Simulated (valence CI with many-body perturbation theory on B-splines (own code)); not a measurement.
**E1 line list for Sm XXX**

Calculated by valence CI with perturbative core correlation (CI+MBPT): five valence electrons over a frozen Dirac-Fock core [Ar] 3d10, radial functions for each j: 11 s, 11 p, 10 d, 8 f, 5 g, 2 h, with the one-electron correlation potential Σ1 (screened to all orders), the two-electron term Σ2, the three-electron term Σ3, Breit, model QED; selected single and double excitations, second order for the rest, scaled by the run's own slope (own B-spline code, finite nucleus).

The last digits are not significant, and no measured levels were compared; by estimate large intervals hold to a few tenths of a per cent, small ones and those within an open d or f shell to about a per cent. Among the levels kept, up to 2200 cm⁻¹ of a level comes from second order outside the variational space, and about a tenth of that is noise between levels of different J, which matters for small intervals.

Lines 1 to 50 of 552 in falling wavelength, among levels below 2611100 cm⁻¹, chosen from the strongest by gf and those to the six lowest levels. Wavelengths and rates use the calculated energies. Electric multipoles are in the length gauge with retardation, E1 and E2 with the static RPA response of the core. Weak lines are less certain than strong ones. Lines between different terms over intervals too small for the method are left out, as are lines whose strength nearly cancels. Where a level lies close to another of its J and parity, the split of strength between their lines is uncertain. The highest levels of a list are the least certain.

Levels are named by their leading jj configuration (3d3/2^4 stands for four electrons in 3d with j = 3/2), which in mixed levels can hold well under half, so a name can repeat and another be missing. Letters in brackets count levels of one name in rising energy.

| λ vac (Å) | Upper | Lower | A (s⁻¹) | S (a.u.) |
| --- | --- | --- | --- | --- |
| 284.5 | (4s^2 4p1/2^2 4d3/2) J=3/2 | (4s^2 4p3/2^3) J=3/2 | 9.08e+07 | 4.13e-03 |
| 205.0 | (4s 4p1/2 4p3/2^3) J=3/2 [a] | (4s^2 4p3/2^3) J=3/2 | 3.05e+08 | 5.19e-03 |
| 196.1 | (4s 4p1/2^2 4p3/2^2) J=5/2 | (4s^2 4p1/2 4p3/2^2) J=5/2 | 3.12e+09 | 6.97e-02 |
| 191.2 | (4s 4p1/2 4p3/2^2 4d5/2) J=11/2 | (4s^2 4p3/2^2 4d5/2) J=9/2 | 6.00e+09 | 2.48e-01 |
| 190.9 | (4s 4p1/2 4p3/2^2 4d3/2) J=7/2 [b] | (4s^2 4p3/2^2 4d3/2) J=7/2 | 4.12e+09 | 1.13e-01 |
| 189.7 | (4s 4p1/2^2 4p3/2 4d5/2) J=9/2 | (4s^2 4p1/2 4p3/2 4d5/2) J=7/2 [a] | 5.39e+09 | 1.82e-01 |
| 189.6 | (4s 4p1/2 4p3/2^3) J=5/2 | (4s^2 4p3/2^3) J=3/2 | 4.39e+09 | 8.87e-02 |
| 187.9 | (4s 4p1/2 4p3/2^2 4d5/2) J=9/2 [c] | (4s^2 4p3/2^2 4d5/2) J=7/2 | 3.85e+09 | 1.26e-01 |
| 184.1 | (4s 4p1/2^2 4p3/2^2) J=5/2 | (4s^2 4p1/2 4p3/2^2) J=3/2 | 5.67e+09 | 1.05e-01 |
| 182.1 | (4s^2 4p1/2 4p3/2 4d3/2) J=3/2 [a] | (4s^2 4p3/2^3) J=3/2 | 1.53e+09 | 1.82e-02 |
| 181.8 | (4s^2 4p1/2 4p3/2 4d3/2) J=1/2 [a] | (4s^2 4p3/2^3) J=3/2 | 1.66e+09 | 9.84e-03 |
| 176.8 | (4s 4p1/2^2 4p3/2^2) J=1/2 | (4s^2 4p1/2 4p3/2^2) J=1/2 | 1.11e+10 | 6.06e-02 |
| 175.2 | (4s^2 4p1/2 4p3/2 4d3/2) J=5/2 | (4s^2 4p3/2^3) J=3/2 | 6.43e+08 | 1.03e-02 |
| 173.3 | (4s 4p1/2^2 4p3/2^2) J=3/2 | (4s^2 4p1/2 4p3/2^2) J=5/2 | 5.70e+09 | 5.85e-02 |
| 167.1 | (4s 4p1/2 4p3/2^2 4d5/2) J=9/2 [d] | (4s^2 4p3/2^2 4d5/2) J=9/2 | 4.40e+09 | 1.01e-01 |
| 164.4 | (4p1/2^2 4p3/2^3) J=3/2 | (4s 4p1/2 4p3/2^3) J=5/2 | 2.03e+10 | 1.78e-01 |
| 163.9 | (4s 4p1/2^2 4p3/2^2) J=3/2 | (4s^2 4p1/2 4p3/2^2) J=3/2 | 1.75e+09 | 1.52e-02 |
| 162.9 | (4s 4p1/2^2 4p3/2 4d3/2) J=5/2 [b] | (4s^2 4p1/2 4p3/2 4d3/2) J=7/2 | 7.24e+09 | 9.26e-02 |
| 162.7 | (4s 4p1/2 4p3/2^3) J=1/2 | (4s^2 4p3/2^3) J=3/2 | 4.25e+09 | 1.81e-02 |
| 162.0 | (4s 4p1/2^2 4p3/2 4d5/2) J=7/2 [b] | (4s^2 4p1/2 4p3/2 4d5/2) J=9/2 | 1.07e+10 | 1.80e-01 |
| 156.4 | (4s 4p1/2^2 4d3/2^2) J=5/2 | (4s 4p1/2 4p3/2^2 4d3/2) J=7/2 [a] | 8.63e+09 | 9.78e-02 |
| 156.4 | (4s 4p1/2 4p3/2^3) J=3/2 [b] | (4s^2 4p3/2^3) J=3/2 | 4.74e+09 | 3.57e-02 |
| 152.8 | (4s^2 4p1/2^2 4d3/2) J=3/2 | (4s^2 4p1/2 4p3/2^2) J=5/2 | 5.58e+09 | 3.93e-02 |
| 148.9 | (4s^2 4p1/2 4p3/2 4d5/2) J=5/2 [a] | (4s^2 4p3/2^3) J=3/2 | 9.12e+08 | 8.91e-03 |
| 147.0 | (4s^2 4p1/2 4p3/2 4d3/2) J=3/2 [b] | (4s^2 4p3/2^3) J=3/2 | 3.18e+08 | 2.00e-03 |
| 145.4 | (4s^2 4p1/2^2 4d3/2) J=3/2 | (4s^2 4p1/2 4p3/2^2) J=3/2 | 2.40e+09 | 1.45e-02 |
| 140.7 | (4s^2 4p1/2 4p3/2 4d5/2) J=5/2 [b] | (4s^2 4p3/2^3) J=3/2 | 1.72e+09 | 1.42e-02 |
| 139.4 | (4s^2 4p1/2^2 4d5/2) J=5/2 | (4s^2 4p1/2 4p3/2^2) J=5/2 | 4.20e+08 | 3.37e-03 |
| 138.3 | (4s^2 4p1/2 4p3/2 4d5/2) J=3/2 [a] | (4s^2 4p3/2^3) J=3/2 | 4.36e+09 | 2.28e-02 |
| 133.5 | (4s 4p1/2 4p3/2^3) J=3/2 [a] | (4s^2 4p1/2 4p3/2^2) J=1/2 | 4.75e+08 | 2.24e-03 |
| 133.3 | (4s^2 4p1/2^2 4d5/2) J=5/2 | (4s^2 4p1/2 4p3/2^2) J=3/2 | 1.02e+09 | 7.17e-03 |
| 130.8 | (4s^2 4p1/2 4p3/2 4d5/2) J=5/2 [c] | (4s^2 4p3/2^3) J=3/2 | 6.72e+08 | 4.46e-03 |
| 130.4 | (4s^2 4p1/2 4p3/2 4d5/2) J=3/2 [b] | (4s^2 4p3/2^3) J=3/2 | 1.46e+09 | 6.40e-03 |
| 129.7 | (4s 4p1/2 4p3/2^2 4d5/2) J=9/2 [a] | (4s^2 4p1/2 4p3/2 4d5/2) J=7/2 [a] | 7.58e+09 | 8.16e-02 |
| 127.0 | (4s 4p1/2 4p3/2^2 4d5/2) J=9/2 [b] | (4s^2 4p1/2 4p3/2 4d5/2) J=7/2 [a] | 1.33e+10 | 1.34e-01 |
| 126.4 | (4s 4p1/2 4p3/2^3) J=3/2 [a] | (4s^2 4p1/2 4p3/2^2) J=5/2 | 1.88e+09 | 7.52e-03 |
| 125.5 | (4s 4p1/2 4p3/2^2 4d5/2) J=9/2 [c] | (4s^2 4p1/2 4p3/2 4d5/2) J=9/2 | 7.66e+09 | 7.48e-02 |
| 125.1 | (4s 4p1/2^2 4p3/2^2) J=5/2 | (4s^2 4p1/2^2 4p3/2) J=3/2 | 8.19e+09 | 4.75e-02 |
| 125.1 | (4s 4p1/2 4p3/2^2 4d5/2) J=11/2 | (4s^2 4p1/2 4p3/2 4d5/2) J=9/2 | 1.52e+10 | 1.76e-01 |
| 123.4 | (4s^2 4p1/2 4p3/2 4d3/2) J=3/2 [a] | (4s^2 4p1/2 4p3/2^2) J=1/2 | 7.16e+08 | 2.66e-03 |
| 123.3 | (4s^2 4p1/2 4p3/2 4d3/2) J=1/2 [a] | (4s^2 4p1/2 4p3/2^2) J=1/2 | 4.78e+09 | 8.85e-03 |
| 122.7 | (4s 4p1/2^2 4p3/2 4d5/2) J=3/2 [a] | (4s^2 4p1/2^2 4d3/2) J=3/2 | 2.07e+10 | 7.55e-02 |
| 121.8 | (4s 4p3/2^3 4d3/2) J=7/2 | (4s^2 4p3/2^2 4d3/2) J=7/2 | 1.31e+10 | 9.32e-02 |
| 121.3 | (4s 4p1/2 4p3/2^3) J=3/2 [a] | (4s^2 4p1/2 4p3/2^2) J=3/2 | 3.02e+10 | 1.07e-01 |
| 121.2 | (4s 4p3/2^3 4d3/2) J=3/2 | (4s^2 4p3/2^2 4d3/2) J=5/2 | 2.15e+10 | 7.55e-02 |
| 120.4 | (4s 4p1/2 4p3/2^3) J=5/2 | (4s^2 4p1/2 4p3/2^2) J=5/2 | 1.63e+10 | 8.41e-02 |
| 120.3 | (4s 4p3/2^3 4d5/2) J=9/2 | (4s^2 4p3/2^2 4d5/2) J=9/2 | 3.22e+10 | 2.77e-01 |
| 120.2 | (4s 4p1/2^2 4p3/2 4d5/2) J=7/2 [a] | (4s^2 4p1/2^2 4d5/2) J=5/2 | 9.58e+09 | 6.57e-02 |
| 118.6 | (4s 4p3/2^3 4d5/2) J=9/2 | (4s^2 4p3/2^2 4d5/2) J=7/2 | 1.91e+10 | 1.57e-01 |
| 118.3 | (4s 4p3/2^3 4d5/2) J=5/2 | (4s^2 4p3/2^2 4d5/2) J=7/2 | 1.88e+10 | 9.19e-02 |
